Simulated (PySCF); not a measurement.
**Electron correlation in O³⁺ (oxygen, charge +3)**

[He] 2s2 2p1, 2P determinant. All numbers are calculated (PySCF 2.14, scalar relativity by spin-free X2C-1e, in x2c-QZVPPall (7s4p3d2f1g, 57 functions)). Frozen: nothing; 5 electrons correlated.

| level | correlation energy (mhartree) |
| --- | --- |
| CCSD | -115.20 |
| (T) | -1.36 |
| CCSD(T) | -116.56 |

Diagnostics: T1 = 0.0043, D1 = 0.0106, largest double amplitude 0.134.

Is a single reference adequate?

Mostly. T1 lies below 0.03, but a double amplitude of this size points to a near-degeneracy that CCSD handles and MP2 describes poorly.

This basis was not built for core-valence correlation, so the inner-shell part is incomplete.
